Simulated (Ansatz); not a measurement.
Reaction (redistribution): `O[SiH]([SiH3])S` + `B[Si](C)(C)F` → `C[SiH](O)S` + `B[Si](C)(F)[SiH3]`

Gas-phase electronic energies from Ansatz, PBE0-D4/def2-TZVP geometries. CCSD(T)/CBS adds triple-zeta CCSD(T) − MP2 to the extrapolated MP2 energy (def2 sets, frozen cores). DFT in def2-TZVPP. B3LYP here is the variant with VWN-RPA as its local correlation; programs differ in this. Each species was taken in one conformer, which may not be the lowest.

Q: Is it downhill or uphill in electronic energy at CCSD(T)/CBS, and by how much? (Best estimate.)

A: The calculation gave: Downhill: ΔE = -8.8 kJ/mol.

Q: What do these levels give: PBE0-D4, B3LYP-D4, B3LYP, MP2/def2-TZVPP, CCSD/def2-TZVPP, HF/def2-QZVPP? (Best estimate.)

A: Ansatz gave: PBE0-D4 -11.9, B3LYP-D4 -10.7, B3LYP -10.4, MP2/def2-TZVPP -9.7, CCSD/def2-TZVPP -8.7, HF/def2-QZVPP -5.7 kJ/mol.

Largest T1 diagnostic among the species: 0.013.

In def2-TZVPP, CCSD(T) changes the Hartree–Fock value by −4.0 kJ/mol (the triples alone add −1.0 kJ/mol) and MP2 by −4.0 kJ/mol.
